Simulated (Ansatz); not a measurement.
A nudged elastic band was laid between two geometries of AlBFH3O2 (8 atoms, charge 0, multiplicity 1).

The calculation used RKS PBE-D4/def2-SVP (Ansatz 0.2.0).

```yaml
movable_images: 5
climbing_image: yes
spring: 5.0 eV/Å²
optimiser: quadratic models (default)
start_path: IDPP
force_threshold: 0.05 eV/Å
iteration_limit: 60
end_points: relaxed
```

Image 0:

```xyz
8
Properties=species:S:1:pos:R:3
B -0.242 1.948 0.040
O -0.064 0.627 -0.135
Al 0.148 -1.044 -0.339
O 0.272 -2.024 1.044
F 0.228 -1.655 -1.889
H -1.380 2.395 0.116
H 0.736 2.679 0.118
H 0.394 -2.984 0.988
```

Image 6:

```xyz
8
Properties=species:S:1:pos:R:3
B -0.233 1.825 0.148
O -0.058 0.521 -0.132
Al 0.158 -1.113 -0.559
O 0.329 -2.366 0.574
F 0.205 -1.503 -2.175
H -1.368 2.264 0.272
H 0.748 2.546 0.282
H 0.312 -2.230 1.533
```

(1) What changes between the two ends?

(2) Give the energies along the band, and the barrier.

(3) What is the geometry of the highest image?

## Answers

(1) No bond is made or broken. The dihedral F5–Al3–O4–H8 changes from 0 to -180° by way of a nearly straight angle Al3–O4–H8 (up to 180°), not by a turn about the bond.

(2) The forces met the threshold. The highest image is number 3 of 0 to 6, 0.131 eV above the first end and 0.103 eV above the last; the last end lies 0.029 eV above the first. A vibrational analysis at the climbing image gives 2 clearly imaginary modes (378i, 131i cm⁻¹): a point of higher order, so a lower path passes nearby.

```json
{"image": "0", "path coordinate (Å)": "0.00", "energy (eV)": "0.000", "angle Al3–O4–H8 (°)": "122"}
{"image": "1", "path coordinate (Å)": "0.24", "energy (eV)": "0.022", "angle Al3–O4–H8 (°)": "134"}
{"image": "2", "path coordinate (Å)": "0.47", "energy (eV)": "0.088", "angle Al3–O4–H8 (°)": "155"}
{"image": "3", "path coordinate (Å)": "0.71", "energy (eV)": "0.131", "angle Al3–O4–H8 (°)": "180"}
{"image": "4", "path coordinate (Å)": "0.98", "energy (eV)": "0.095", "angle Al3–O4–H8 (°)": "153"}
{"image": "5", "path coordinate (Å)": "1.24", "energy (eV)": "0.041", "angle Al3–O4–H8 (°)": "132"}
{"image": "6", "path coordinate (Å)": "1.51", "energy (eV)": "0.029", "angle Al3–O4–H8 (°)": "124"}
```

(3) 
```xyz
8
Properties=species:S:1:pos:R:3:forces:R:3
B -0.240 1.905 0.158 0.00 0.01 -0.01
O -0.063 0.602 -0.116 0.00 0.00 0.00
Al 0.151 -1.038 -0.507 -0.02 -0.01 0.00
O 0.302 -2.204 0.655 0.00 0.01 0.03
F 0.194 -1.418 -2.128 0.01 0.00 -0.01
H -1.376 2.346 0.276 0.00 0.00 0.01
H 0.739 2.630 0.283 0.00 0.00 0.01
H 0.386 -2.881 1.323 0.00 -0.01 -0.02
```

Run time: 110 s on 1 thread of Arm Neoverse V1, on a shared host, peak memory 0.12 GiB.
